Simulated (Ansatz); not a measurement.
AlGeH3INO (`[NH2][Ge]1([I])[O][AlH]1`). Total charge 0; spin multiplicity 1. I takes the def2 core potential. The structure was optimised at the PBE0-D4/def2-TZVP level. It is one conformer, not always the lowest.

```xyz
8

N     0.412   -1.740    0.020
Ge   -0.086   -0.058    0.508
I     1.222    0.360    2.645
O     0.358    1.185   -0.836
Al   -1.277    1.603   -0.637
H     1.247   -2.081    0.475
H     0.472   -1.879   -0.980
H    -2.349    2.611   -1.195
```

Q: What is the dipole moment at ωB97M-V/def2-TZVPP? (Best estimate.)

A: Ansatz gave: 3.04 D, with components (-2.35, 0.34, -1.91) D in this frame, pointing from negative to positive charge.

Q: And with PBE, r2SCAN, B3LYP? (Estimate.)

A: The calculation gave: PBE 2.68 D, r2SCAN 2.84 D, B3LYP 2.88 D.

Q: Give the Mulliken charges with ωB97M-V, PBE, B3LYP in def2-TZVPP. (Estimate.)

A: The calculation gave: 
| atom | ωB97M-V | PBE | B3LYP |
| --- | --- | --- | --- |
| N1 | -0.35 | -0.37 | -0.38 |
| Ge2 | 0.52 | 0.49 | 0.57 |
| I3 | -0.26 | -0.28 | -0.29 |
| O4 | -0.46 | -0.39 | -0.47 |
| Al5 | 0.36 | 0.30 | 0.36 |
| H6 | 0.12 | 0.15 | 0.14 |
| H7 | 0.11 | 0.14 | 0.13 |
| H8 | -0.04 | -0.05 | -0.06 |

B3LYP here is the variant with VWN-RPA as its local correlation; programs differ in this.
